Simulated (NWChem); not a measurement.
Molecule: CHCl₂F; SMILES FC(Cl)Cl

Computed with NWChem. STO-3G and 3-21G are far too small for this property and stand as cheap habits. Geometry: optimised at B3LYP/6-31G* (spherical d). Field at 589 nm.

Question: Predict the results for B3LYP/STO-3G. Quantities: isotropic polarisability (bohr³); anisotropy (bohr³).

Answer: 
| Property | Value |
|---|---|
| isotropic polarisability (bohr³) | 14.8 |
| anisotropy (bohr³) | 15.3 |
